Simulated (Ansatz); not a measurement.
Consider the isomerisation: `O/C=[N]/[GaH2]` → `N=[C](O)[GaH2]`.

Isolated molecules relaxed with PBE0-D4/def2-TZVP in Ansatz; ΔE leaves out vibrations. CBS: MP2 limit from def2 TZ/QZ plus the TZ coupled-cluster correction, frozen cores. Functionals use def2-TZVPP. B3LYP here is the variant with VWN-RPA as its local correlation; programs differ in this. For Ga outer-core shells are correlated without core-valence functions, which leaves a few kJ/mol of doubt a bond. Scalar relativity is left out up to krypton. Each species was taken in one conformer, which may not be the lowest.

```
             level  ΔE (kJ/mol)  difference from CCSD(T)/CBS
           BLYP-D4         51.8                          2.4
            B97M-V         54.3                          4.9
           PBE0-D4         50.0                          0.6
        r2SCAN0-D4         54.3                          4.9
          PBE-QIDH         53.4                          4.0
            r2SCAN         54.7                          5.3
             B3LYP         54.0                          4.6
           r2SCAN0         54.3                          4.9
             BHLYP         55.6                          6.2
           LC-ωPBE         50.6                          1.2
      MP2/def2-SVP         64.8                         15.4
  CCSD(T)/def2-SVP         60.8                         11.4
     HF/def2-TZVPP         58.5                          9.1
SCS-MP2/def2-QZVPP         54.3                          4.9
      HF/CBS(def2)         58.8                          9.4
     MP2/CBS(def2)         53.9                          4.5
       CCSD(T)/CBS         49.4                            0
```

Largest T1 diagnostic among the species: 0.016.

In def2-TZVPP, CCSD(T) changes the Hartree–Fock value by −7.9 kJ/mol (the triples alone add −0.5 kJ/mol) and MP2 by −3.4 kJ/mol. Leaving LDA and LC-ωPBE aside and taking each functional with its dispersion term where it has one, the values, not all of them listed here, spread over 7.7 kJ/mol, from revPBE-D4 to B2PLYP. LDA lies +3.9 kJ/mol from PBE without D4. At CCSD(T), def2-SVP lies +11.4 kJ/mol from the extrapolated value and def2-TZVPP +1.2 kJ/mol.
